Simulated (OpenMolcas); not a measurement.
# Cu6+: from CASSCF to CASPT2

- Program: OpenMolcas 26.06
- Basis: ANO-RCC-VQZP [7s6p4d3f2g1h]
- Scalar Hamiltonian: DKH2, point nucleus
- Active space: 5 electrons in 5 orbitals (3d)
- State averaging: 2S+1 = 6 even, 1 root; 2S+1 = 4 even, 24 roots; 2S+1 = 2 even, 75 roots
- Spin-orbit coupling: state interaction with AMFI integrals over the reference wave functions, term energies averaged over their components

Methods on the same reference wave functions:
A. CASSCF
B. SS-CASPT2, IPEA 0.25 Eh, imaginary shift 0.1 Eh (closed shells correlated: 3s 3p)
C. MS-CASPT2, IPEA 0.25 Eh, imaginary shift 0.1 Eh (closed shells correlated: 3s 3p)

Energies in cm-1 above 3d5 6S 5/2, the measured ground level; measured values from the list in Gamrath, thesis, University of Mons (2023).

| Level | A | B | C | Measured |
| --- | --- | --- | --- | --- |
| 3d5 6S 5/2 | 0.0 | 0.0 | 0.0 | 0.0 |
| 3d5 4G 5/2 | 51859 | 47700 | 47700 |  |
| 3d5 4G 7/2 | 51961 | 47820 | 47820 |  |
| 3d5 4G 11/2 | 51989 | 47860 | 47860 |  |
| 3d5 4G 9/2 | 52023 | 47890 | 47890 |  |
| 3d5 4P 5/2 | 59435 | 52390 | 52390 | 50732 |
| 3d5 4P 3/2 | 59714 | 52680 | 52680 | 51067 |
| 3d5 4P 1/2 | 60055 | 53030 | 53030 | 51407 |
| 3d5 4D 7/2 | 64396 | 57160 | 57160 | 55742 |
| 3d5 4D 1/2 | 64731 | 57510 | 57510 | 56210 |
| 3d5 4D 3/2 | 64993 | 57780 | 57780 | 56428 |
| 3d5 4D 5/2 | 65045 | 57830 | 57830 | 56427 |
| 3d5 2I 11/2 | 73998 | 69780 | 69780 | 67757 |
| 3d5 2I 13/2 | 74244 | 70070 | 70070 | 67918 |
| 3d5 2D 5/2(1) [61 %] | 82359 | 73210 | 73210 |  |
| 3d5 2D 3/2(1) | 83850 | 74540 | 74540 | 72227 |
| 3d5 2F 7/2(1) | 85864 | 77110 | 77110 | 74408 |
| 3d5 4F 9/2 | 86691 | 78110 | 78110 | 75930 |
| 3d5 4F 5/2 | 86884 | 78260 | 78260 | 76019 |
| 3d5 4F 7/2 | 86987 | 78390 | 78390 | 76349 |
| 3d5 4F 3/2 | 87641 | 78950 | 78950 | 76886 |
| 3d5 2H 9/2 [67 %] | 90703 | 83260 | 83260 | 80717 |
| 3d5 2H 11/2 | 91607 | 84610 | 84610 | 81954 |
| 3d5 2G 7/2(1) | 93911 | 85130 | 85130 | 82746 |

Deviations, from unrounded energies. A percentage is the sum of absolute deviations over the sum of measured energies, with the sign that they share, or ± where signs differ.

```
                        Against measurement  Levels      A     B     C
             mean absolute deviation (cm-1)      18   9400  2000  2000
other terms of the ground configuration (%)      18  +14.0  +2.9  +2.9
```

B, C lie about equally close to measurement and A furthest from it. The largest miss of B in the table is 3d5 2F 7/2(1), by +2700 cm-1. The ranking rests on the paired levels alone, and a cruder setting can come out closer through cancelling errors.

Between B and C no level of the table moves by more than 5 cm-1.

The two smallest mean deviations differ by little beside CASPT2's spread within terms, so their order carries little weight.

From A to B the spin-free energies of the other terms of 3d5 shown, above 6S, scale by factors of 0.88 to 0.94, as is usual when dynamic correlation screens the repulsion within a d or f shell.

The lowest spin-free term lies below A's lowest term by 0.463 hartree in B, 0.463 hartree in C.

CASPT2 breaks the degeneracy within a term, and the mean is taken; among the terms shown or strongly mixed into the levels shown the widest spread is 520 cm-1 (3d5 4F, C). Some levels mix across a computed gap that differs much from the measured one, so their mixing is not that of the real levels. Without dynamic correlation excited terms often stand tens of per cent too high (terms of higher spin than the ground term too low), and those without a measured partner can miss by more than the paired ones (holds for A). Blocks of more than 70 roots (2S+1 = 2 even) ran without multistate coupling (holds for C). Computed and measured levels are paired by configuration, term and J; levels that our copy of the source lacks, or whose pairing is in doubt (as where it misses far off the trend of its configuration), stay unpaired and out of the deviations. Only configurations of the active space appear. The table leaves out levels that lie high or whose names do not pair safely across all columns.

A share in square brackets marks a mixed level and gives the weight of the term that names it, the lowest over the columns. A number in round brackets counts repeated terms of one configuration in the order of the reference energies.
